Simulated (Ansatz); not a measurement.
The first iterations of a band of a periodic cell of 17 atoms, CuSi16 (host Si, host structure diamond, interstitial Cu), cell charge +1.

Theory: DFT PBE, scalar-relativistic, plane waves, PAW (Ansatz 0.2.0). Settings: PAW set soft_1, cutoff 420 eV, k mesh 2x2x2, gaussian smearing 0.05 eV, no spin polarisation.

* movable images: 3
* climbing image: yes
* spring: 5.0 eV/Å²
* optimiser: quadratic models (default)
* start path: IDPP
* force threshold: 0.05 eV/Å
* iteration limit: 66
* end points: relaxed

Image 0:

```xyz
17
Lattice="0.0000 5.4300 5.4300 5.4300 0.0000 5.4300 5.4300 5.4300 0.0000" Properties=species:S:1:pos:R:3
Si 0.055 -0.051 -0.055
Si 1.392 1.299 1.297
Si 2.675 2.758 -0.004
Si 4.134 4.043 1.296
Si 2.674 -0.004 2.756
Si 4.133 1.300 4.038
Si 5.434 2.758 2.755
Si 6.650 4.213 4.211
Si 0.068 2.669 2.670
Si 1.406 4.027 4.024
Si 2.762 5.365 2.668
Si 4.077 6.786 4.015
Si 2.760 2.669 5.362
Si 4.073 4.013 6.787
Si 5.303 5.554 5.557
Si 6.846 6.786 6.783
Cu 7.991 8.293 8.300
```

Image 4:

```xyz
17
Lattice="0.0000 5.4300 5.4300 5.4300 0.0000 5.4300 5.4300 5.4300 0.0000" Properties=species:S:1:pos:R:3
Si -0.060 0.003 -0.004
Si 1.352 1.399 1.397
Si 2.658 2.684 -0.056
Si 4.028 4.011 1.314
Si 2.654 -0.058 2.680
Si 4.027 1.313 4.002
Si 5.385 2.673 2.668
Si 6.739 4.021 4.022
Si 0.139 2.853 2.854
Si 1.481 4.198 4.199
Si 2.709 5.431 2.657
Si 4.112 6.829 4.068
Si 2.712 2.655 5.426
Si 4.115 4.069 6.829
Si 5.397 5.371 5.367
Si 6.718 6.742 6.742
Cu 9.652 6.947 6.944
```

| iteration | highest image above the first end (eV) | largest band force component (eV/Å) |
| --- | --- | --- |
| 1 | 0.543 | 1.079 |
| 2 | 0.151 | 0.512 |
| 3 | 0.068 | 0.379 |

Problem. Does the band converge within its limit, and where does its top end?

Solution. The run converged. It ended after 11 iterations with the highest image 0.048 eV above the first end. A structure lower than the first end lies on the path between it and the top, so the climb from that side starts below the end, which may itself be a saddle point or a shallow side well. By the program's own check the climbing image is of a kind that is not told: the force calls were inconclusive, a negative curvature could not be distinguished from the path's own, the only one lies far off the path, or fixed occupations may fill a level only in part (lowest curvatures found: -1.07 and -0.06 eV/Å²). Limits of this set-up: coarse k mesh, a small cell, in which the defect meets its images, charged cell in a uniform background, uncorrected.

The run took 9 min on 1 thread of Arm Neoverse V1 (shared host), peak memory 0.83 GiB.
